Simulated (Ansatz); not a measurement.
Problem. Name a neutral molecule of C, Ga, Ge and H with HOMO–LUMO gap (PBE/def2-TZVPP) between 3.90 and 4.20 eV and ideal-gas entropy at 298 K and 1 bar (rigid rotor, harmonic PBE0-D4/def2-TZVP) between 371 and 387 J/(mol·K) (Ansatz, PBE0-D4/def2-TZVP geometry).

Solution. `[GaH2][CH]1C[CH2][GeH2]1` (4.00 eV, 374 J/(mol·K)); `[GaH2][C]1([GeH3])CC1` (4.09 eV, 386 J/(mol·K)). Other molecules can fit too; these were computed, each in one conformer that needn't be the lowest.
